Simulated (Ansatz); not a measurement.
`[F][GeH2][I]` + `CC(Cl)CF` → `[CH3][GeH2][I]` + `FCC(F)Cl`  (formal exchange of groups at a Ge–F bond)

Calculated with Ansatz (gas phase, PBE0-D4/def2-TZVP geometries, no zero-point term in ΔE). CCSD(T)/CBS adds triple-zeta CCSD(T) − MP2 to the extrapolated MP2 energy (def2 sets, frozen cores). Functionals use def2-TZVPP. def2 core potentials past Kr. For Ge, I outer-core shells are correlated without core-valence functions, which leaves a few kJ/mol of doubt a bond. Scalar relativity is left out up to krypton. Each species was taken in one conformer, which may not be the lowest.

| level | ΔE (eV) |
| --- | --- |
| B2PLYP | 1.12 |
| RPA@PBE/def2-TZVPP | 1.07 |

**Question.** What does CCSD(T)/CBS give? (Estimate.)

**Answer.** Computed: +1.11 eV. The listed levels differ from it by 0.01, -0.04 eV.

Largest T1 diagnostic among the species: 0.011.

From BLYP to BHLYP (50 % exact exchange), in def2-TZVPP and without D4, ΔE moves by +0.06 eV. At CCSD(T), def2-SVP lies +0.06 eV from the extrapolated value and def2-TZVPP −0.01 eV. Leaving LDA and LC-ωPBE aside and taking each functional with its dispersion term where it has one, the values, not all of them listed here, spread over 0.12 eV, from PBE-D4 to B97M-V.
